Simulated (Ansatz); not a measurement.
Start from `CC[N](C)[InH][Cl]` and change one atom or group to get `BN(C)CC`.

Ansatz, PBE0-D4/def2-TZVP geometries, multiplicity 1. Each molecule was computed in one conformer, which needn't be the lowest.

Elements past krypton have def2 core potentials.

```csv
property,`CC[N](C)[InH][Cl]`
HOMO energy (B3LYP/def2-TZVPP) / eV,-6.15
LUMO energy (PBE0/def2-TZVPP) / eV,-1.19
LUMO energy (B3LYP/def2-TZVPP) / eV,-1.45
HOMO–LUMO gap (PBE0/def2-TZVPP) / eV,5.14
LUMO energy (PBE/def2-TZVPP) / eV,-1.86
LUMO energy (ωB97M-V/def2-TZVPP) / eV,0.21
```

Problem. What does the change do to each property? (Estimate.)

Solution. Ansatz gave: 
| property | `BN(C)CC` | shift |
| --- | --- | --- |
| HOMO energy (B3LYP/def2-TZVPP) / eV | -7.18 | -1.03 |
| LUMO energy (PBE0/def2-TZVPP) / eV | 0.21 | 1.40 |
| LUMO energy (B3LYP/def2-TZVPP) / eV | -0.03 | 1.42 |
| HOMO–LUMO gap (PBE0/def2-TZVPP) / eV | 7.60 | 2.46 |
| LUMO energy (PBE/def2-TZVPP) / eV | -0.71 | 1.15 |
| LUMO energy (ωB97M-V/def2-TZVPP) / eV | 1.93 | 1.72 |

With PBE0 the HOMO falls by 1.06 eV and the LUMO rises by 1.40 eV, so the gap widens by about 2.46 eV. PBE moves the HOMO by -1.02 eV and ωB97M-V by -1.12 eV.

B3LYP here is the variant with VWN-RPA as its local correlation; programs differ in this.
